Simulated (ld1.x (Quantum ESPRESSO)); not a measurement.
## What the settings do to the TM potential of Pb

Base potential:

```
Element                 : Pb (Z = 82)
Generator               : ld1.x (Quantum ESPRESSO) 7.5
Type                    : norm-conserving Troullier–Martins (Kleinman–Bylander form)
Functional              : Wu–Cohen
Relativity              : scalar-relativistic
Frozen core             : [Xe] 4f14 5d10
Valence charge          : 4
Reference configuration : 6s2 6p2
Partial waves           : 6p (bound): rc 2.40 bohr; 6d channel at 0.4 Ry: rc 2.15 bohr; 6s (bound): rc 1.90 bohr
Local potential         : the s channel
Core correction         : Bessel-smoothed model core inside 1.05 bohr
```

All-electron outer shells of the reference configuration (Wu–Cohen, scalar-relativistic, ld1.x):

```csv
shell,level (eV),outermost node (bohr),outermost maximum (bohr)
5p,-85.79,0.49,0.88
5d,-21.12,0.52,1.07
6s,-12.10,1.01,1.95
6p,-3.50,1.18,2.63
```

Cutoffs, loose and tight: the cutoffs (Ry, on a coarse ladder) from which the occupation-weighted sum of valence levels, in a spherical-Bessel basis at the reference potential, stays within 10 and 1 mRy of its value at 400 Ry. They do not see the model core or the augmentation charge, which bear on the density cutoff. Test errors are all-electron minus pseudo excitation energies from the reference, over the configurations 6s2 6p1; 6s2 6p0; 6s1 6p0; 6s1 6p2; 6s2 6p1.5; 6s2 6p2.3; 6s0 6p4. A dash means not determined; rows that change the core or the reference have their own tests.

A true bound ghost makes a file unfit for plane-wave use even where its test errors are small: the radial tests pick states by their node count and pass the ghost by.

```tsv
change	outcome	cutoff, loose	cutoff, tight	bound ghosts	largest test error (meV)
base	generated	21 Ry	40 Ry	d	-648
wave 6p (bound): rc 2.40 bohr becomes 6p (bound): rc 1.52 bohr	generated	160 Ry	230 Ry	p, d	-734
wave 6p (bound): rc 2.40 bohr becomes 6p (bound): rc 1.80 bohr	generated	35 Ry	80 Ry	p, d	-677
wave 6p (bound): rc 2.40 bohr becomes 6p (bound): rc 2.06 bohr	generated	25 Ry	45 Ry	d	-659
wave 6p (bound): rc 2.40 bohr becomes 6p (bound): rc 2.36 bohr	generated	21 Ry	40 Ry	d	-648
wave 6p (bound): rc 2.40 bohr becomes 6p (bound): rc 2.62 bohr	generated	21 Ry	40 Ry	d	-651
wave 6p (bound): rc 2.40 bohr becomes 6p (bound): rc 2.78 bohr	generated	21 Ry	40 Ry	d	-657
wave 6p (bound): rc 2.40 bohr becomes 6p (bound): rc 3.08 bohr	generated	21 Ry	40 Ry	d	-681
wave 6p (bound): rc 2.40 bohr becomes 6p (bound): rc 3.40 bohr	generated	21 Ry	40 Ry	d	-726
wave 6p (bound): rc 2.40 bohr becomes 6p (bound): rc 3.54 bohr	generated	21 Ry	35 Ry	d	-755
```

Reading the sweep of the p radius (base included, trends over the rows without a ghost): Bound ghosts are found at 1.52, 1.8, 2.06, 2.36, 2.4, 2.62, 2.78, 3.08, 3.4, 3.54 bohr. Every judged row has one, so this setting neither creates nor removes them.
